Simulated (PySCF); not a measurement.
A calculated (BHandHLYP, PySCF 2.14, def2-QZVPPD, the non-relativistic Hamiltonian (point nucleus)) atom or ion has these occupied shells.

```
shell  electrons  orbital energy (eV)  rms radius, mean of both spins (bohr)
 1s α          1              -4938.5                                 0.0813
 1s β          1              -4938.5                                 0.0813
 2s α          1              -582.98                                  0.355
 2s β          1              -582.49                                  0.355
 2p α          3              -489.99                                  0.322
 2p β          3              -489.50                                  0.322
 3s α          1              -94.552                                   1.07
 3s β          1              -92.989                                   1.07
 3p α          3              -68.167                                   1.15
 3p β          3              -66.386                                   1.15
 3d α          1              -31.291                                   1.41
 4p α          1              -16.561                                   3.45
```

(1) Name the element and its charge.

Answers

(1) Ti(2+) (titanium, charge +2), in [Ar] 3d1 4p1, one real determinant (an excited configuration).
